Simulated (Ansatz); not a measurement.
One change: `[NH2][Y]([NH2])[O][SiH3]` becomes `[NH2][Y]([O][SiH3])[O][SiH3]`.

Ansatz, PBE0-D4/def2-TZVP geometries, multiplicity 1. Each molecule was computed in one conformer, which needn't be the lowest.

Elements past krypton have def2 core potentials.

| property | `[NH2][Y]([NH2])[O][SiH3]` |
| --- | --- |
| size of the dipole moment (B3LYP/def2-TZVPP) / D | 2.12 |
| size of the dipole moment (PBE/def2-TZVPP) / D | 2.23 |
| HOMO–LUMO gap (PBE/def2-TZVPP) / eV | 3.17 |
| HOMO energy (PBE0/def2-TZVPP) / eV | -6.71 |
| HOMO energy (ωB97M-V/def2-TZVPP) / eV | -9.08 |
| LUMO energy (PBE0/def2-TZVPP) / eV | -1.49 |

(1) What does the change do to each property? (Estimate.)

Answers

(1) Ansatz gave: 
```
                                        property  `[NH2][Y]([O][SiH3])[O][SiH3]`  shift
size of the dipole moment (B3LYP/def2-TZVPP) / D                            1.78  -0.34
  size of the dipole moment (PBE/def2-TZVPP) / D                            1.88  -0.35
             HOMO–LUMO gap (PBE/def2-TZVPP) / eV                            3.18   0.01
              HOMO energy (PBE0/def2-TZVPP) / eV                           -7.08  -0.37
           HOMO energy (ωB97M-V/def2-TZVPP) / eV                           -9.44  -0.36
              LUMO energy (PBE0/def2-TZVPP) / eV                           -1.83  -0.34
```

Dipoles are sizes alone; their direction can turn.

B3LYP here is the variant with VWN-RPA as its local correlation; programs differ in this.
